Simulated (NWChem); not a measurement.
# CH4SSe; SMILES CS[SeH]

```xyz
7

Se     0.0532     1.0328     0.0390
H      0.1848     1.2092    -1.4228
S     -0.6780    -1.0417     0.0125
C      0.8519    -2.0125     0.0160
H      1.4163    -1.8807    -0.9177
H      0.5345    -3.0639     0.0975
H      1.4833    -1.7612     0.8790
```
Atoms are numbered in this order, from 1.

All runs: NWChem. Pople sets run with spherical d functions. Geometry: optimised at PBE0/def2-SVP. B3LYP is NWChem's, with the RPA form of VWN correlation. Vzz is the largest principal value of the second derivative of the potential at the nucleus (NWChem prints the opposite sign); η is the asymmetry. Non-relativistic.

```
level                 Vzz Se1 (a.u.)  η Se1  Vzz S3 (a.u.)  η S3  relative time
--------------------  --------------  -----  -------------  ----  -------------
Hartree-Fock/cc-pVTZ          -5.953   0.66         -3.109  0.71             30
Hartree-Fock/6-31G*           -5.642   0.61         -3.027  0.69              1
B3LYP/6-31G*                  -5.685   0.52         -3.066  0.60              2
B3LYP/cc-pVTZ                 -5.934   0.57         -3.073  0.62             30
```

Relative times are rough (shared machine, one core).
